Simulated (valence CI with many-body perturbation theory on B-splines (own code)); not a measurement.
# E1 line list for Pd XLI

Calculated by valence CI with perturbative core correlation (CI+MBPT): four valence electrons over a frozen Dirac-Fock core [He], radial functions for each j: 11 s, 11 p, 9 d, 7 f, 5 g, 2 h, 1 i, with the one-electron correlation potential Σ1 (screened to all orders), the two-electron term Σ2, the three-electron term Σ3, Breit, model QED; selected single and double excitations, second order for the rest (own B-spline code, finite nucleus).

No measured spectrum was set against this ion. As an estimate, large intervals hold to a few tenths of a per cent, small ones and those within an open d or f shell to about a per cent. Among the levels kept, up to 280 cm⁻¹ of a level comes from second order outside the variational space, and about a tenth of that is noise between levels of different J, which matters for small intervals.

Lines 1 to 50 of 235 in falling wavelength, among levels below 32299 × 10³ cm⁻¹, chosen from the strongest by gf and those to the six lowest levels. Wavelengths and rates use the calculated energies. Electric multipoles are in the length gauge, E1 and E2 with the static RPA response of the core. Weak lines are less certain than strong ones. Lines between different terms over intervals too small for the method are left out, as are lines whose strength nearly cancels. The highest levels of a list are the least certain.

Levels are named by their leading jj configuration (3d3/2^4 stands for four electrons in 3d with j = 3/2), which in mixed levels can hold well under half, so a name can repeat and another be missing. Letters in brackets count levels of one name in rising energy.

```
λ vac (nm)                           Upper                           Lower   A (s⁻¹)  S (a.u.) with core polarisation  S without
     21.96          (2s 2p1/2^2 3d5/2) J=3          (2s 2p1/2^2 3p3/2) J=2  2.52e+09                         9.23e-02   9.23e-02
     21.65  (2s 2p1/2 2p3/2 3d5/2) J=4 [a]  (2s 2p1/2 2p3/2 3p3/2) J=3 [a]  4.28e+09                         1.93e-01   1.93e-01
     21.56      (2s 2p1/2 2p3/2 3d5/2) J=5      (2s 2p1/2 2p3/2 3p3/2) J=4  4.70e+09                         2.56e-01   2.56e-01
     19.52          (2s^2 2p3/2 3d5/2) J=4          (2s^2 2p3/2 3p3/2) J=3  5.38e+09                         1.78e-01   1.78e-01
     19.46          (2s^2 2p1/2 3d5/2) J=3          (2s^2 2p1/2 3p3/2) J=2  5.89e+09                         1.50e-01   1.50e-01
     19.26  (2s 2p1/2 2p3/2 3d5/2) J=4 [b]  (2s 2p1/2 2p3/2 3p3/2) J=3 [b]  5.42e+09                         1.72e-01   1.72e-01
     19.12         (2s 2p1/2 2p3/2 3s) J=3          (2s 2p1/2^2 3p3/2) J=2  3.00e+09                         7.24e-02   7.24e-02
     19.09          (2s^2 2p1/2 3d5/2) J=2          (2s^2 2p1/2 3p3/2) J=1  4.43e+09                         7.61e-02   7.61e-02
     18.81          (2s^2 2p3/2 3d5/2) J=3          (2s^2 2p3/2 3p3/2) J=2  3.96e+09                         9.11e-02   9.11e-02
     18.55  (2s 2p1/2 2p3/2 3d5/2) J=2 [a]  (2s 2p1/2 2p3/2 3p3/2) J=1 [a]  4.70e+09                         7.40e-02   7.40e-02
     18.10          (2s 2p1/2^2 3d5/2) J=2          (2s 2p1/2^2 3p3/2) J=1  7.23e+09                         1.06e-01   1.06e-01
     17.30  (2s 2p1/2 2p3/2 3d5/2) J=3 [b]  (2s 2p1/2 2p3/2 3p3/2) J=2 [b]  3.64e+09                         6.52e-02   6.52e-02
     14.39  (2s 2p1/2 2p3/2 3p3/2) J=1 [a]     (2s 2p1/2 2p3/2 3s) J=1 [a]  1.35e+10                         5.94e-02   5.94e-02
     14.15  (2s 2p1/2 2p3/2 3p3/2) J=2 [b]     (2s 2p1/2 2p3/2 3s) J=2 [b]  1.14e+10                         7.98e-02   7.98e-02
     13.95  (2s 2p1/2 2p3/2 3d3/2) J=2 [b]  (2s 2p1/2 2p3/2 3p1/2) J=2 [b]  8.91e+09                         5.97e-02   5.97e-02
     13.83          (2s 2p1/2^2 3p3/2) J=1             (2s 2p1/2^2 3s) J=0  1.48e+10                         5.80e-02   5.80e-02
     13.48  (2s 2p1/2 2p3/2 3p3/2) J=2 [c]     (2s 2p1/2 2p3/2 3s) J=1 [c]  8.84e+09                         5.35e-02   5.35e-02
     13.41          (2s^2 2p3/2 3p3/2) J=3             (2s^2 2p3/2 3s) J=2  1.51e+10                         1.26e-01   1.26e-01
     13.37      (2s 2p1/2 2p3/2 3p3/2) J=4         (2s 2p1/2 2p3/2 3s) J=3  1.73e+10                         1.84e-01   1.84e-01
     13.32  (2s 2p1/2 2p3/2 3d3/2) J=3 [a]          (2s^2 2p3/2 3d3/2) J=2  6.16e+09                         5.03e-02   5.04e-02
     13.13  (2s 2p1/2 2p3/2 3p3/2) J=3 [c]     (2s 2p1/2 2p3/2 3s) J=2 [c]  2.34e+10                         1.83e-01   1.83e-01
     13.09  (2s 2p1/2 2p3/2 3p3/2) J=2 [a]     (2s 2p1/2 2p3/2 3s) J=1 [a]  1.40e+10                         7.74e-02   7.74e-02
     13.08  (2s 2p1/2 2p3/2 3p3/2) J=1 [b]     (2s 2p1/2 2p3/2 3s) J=2 [b]  1.65e+10                         5.45e-02   5.45e-02
     13.04          (2s 2p1/2^2 3d3/2) J=2          (2s 2p1/2^2 3p1/2) J=1  9.96e+09                         5.46e-02   5.46e-02
     12.98      (2s 2p1/2 2p3/2 3d3/2) J=4      (2s 2p1/2 2p3/2 3p1/2) J=3  1.44e+10                         1.40e-01   1.40e-01
     12.85          (2s^2 2p3/2 3d3/2) J=3          (2s^2 2p3/2 3p1/2) J=2  1.13e+10                         8.29e-02   8.29e-02
     12.82  (2s 2p1/2 2p3/2 3p3/2) J=3 [b]     (2s 2p1/2 2p3/2 3s) J=2 [b]  1.52e+10                         1.11e-01   1.11e-01
     12.72  (2s 2p1/2 2p3/2 3d3/2) J=3 [c]  (2s 2p1/2 2p3/2 3p1/2) J=2 [c]  1.78e+10                         1.27e-01   1.27e-01
     12.69  (2s 2p1/2 2p3/2 3d3/2) J=3 [a]  (2s 2p1/2 2p3/2 3p1/2) J=2 [a]  7.96e+09                         5.62e-02   5.62e-02
     12.51  (2s 2p1/2 2p3/2 3d3/2) J=2 [a]  (2s 2p1/2 2p3/2 3p1/2) J=1 [a]  9.44e+09                         4.56e-02   4.56e-02
     12.51          (2s^2 2p1/2 3d3/2) J=2          (2s^2 2p1/2 3p1/2) J=1  1.81e+10                         8.73e-02   8.73e-02
     12.47  (2s 2p1/2 2p3/2 3p3/2) J=3 [a]     (2s 2p1/2 2p3/2 3s) J=2 [a]  2.58e+10                         1.73e-01   1.73e-01
     12.26      (2s 2p1/2 2p3/2 3p3/2) J=4          (2s 2p1/2^2 3d5/2) J=3  1.10e+10                         9.02e-02   9.02e-02
     12.21          (2s 2p1/2^2 3p3/2) J=2             (2s 2p1/2^2 3s) J=1  3.34e+10                         1.50e-01   1.50e-01
     12.15  (2s 2p1/2 2p3/2 3d3/2) J=2 [c]  (2s 2p1/2 2p3/2 3p1/2) J=1 [b]  1.09e+10                         4.82e-02   4.82e-02
     12.10  (2s 2p1/2 2p3/2 3p3/2) J=2 [d]     (2s 2p1/2 2p3/2 3s) J=1 [c]  1.62e+10                         7.11e-02   7.11e-02
     11.97          (2s^2 2p1/2 3p3/2) J=2             (2s^2 2p1/2 3s) J=1  3.16e+10                         1.34e-01   1.34e-01
     11.44  (2s 2p1/2 2p3/2 3p3/2) J=3 [b]         (2s 2p1/2 2p3/2 3s) J=3  9.30e+09                         4.81e-02   4.81e-02
     11.24          (2s^2 2p3/2 3p3/2) J=2             (2s^2 2p3/2 3s) J=2  1.35e+10                         4.73e-02   4.73e-02
     10.95  (2s 2p1/2 2p3/2 3p3/2) J=2 [a]     (2s 2p1/2 2p3/2 3s) J=2 [a]  1.54e+10                         4.97e-02   4.97e-02
     9.369          (2s 2p1/2^2 2p3/2) J=2          (2s^2 2p1/2 2p3/2) J=2  2.74e+09                         5.56e-03   5.57e-03
     8.646          (2s 2p1/2 2p3/2^2) J=3              (2s^2 2p3/2^2) J=2  6.27e+09                         1.40e-02   1.40e-02
     8.496          (2s 2p1/2^2 2p3/2) J=2          (2s^2 2p1/2 2p3/2) J=1  5.24e+09                         7.94e-03   7.96e-03
     6.741      (2s 2p1/2 2p3/2^2) J=1 [a]              (2s^2 2p3/2^2) J=2  4.28e+09                         1.94e-03   1.94e-03
     6.723          (2s 2p1/2^2 2p3/2) J=1          (2s^2 2p1/2 2p3/2) J=2  1.30e+10                         5.84e-03   5.85e-03
     6.395      (2s 2p1/2 2p3/2^2) J=2 [b]              (2s^2 2p3/2^2) J=2  7.74e+09                         4.99e-03   5.00e-03
     6.235      (2s 2p1/2 2p3/2^2) J=1 [b]              (2s^2 2p3/2^2) J=2  4.05e+09                         1.45e-03   1.46e-03
     5.837           (2p1/2^2 2p3/2^2) J=2          (2s 2p1/2 2p3/2^2) J=3  5.29e+10                         2.59e-02   2.60e-02
     4.174      (2s 2p1/2 2p3/2^2) J=2 [a]          (2s^2 2p1/2 2p3/2) J=1  6.12e+10                         1.10e-02   1.10e-02
     3.975          (2s 2p1/2 2p3/2^2) J=3          (2s^2 2p1/2 2p3/2) J=2  5.12e+10                         1.11e-02   1.11e-02
```
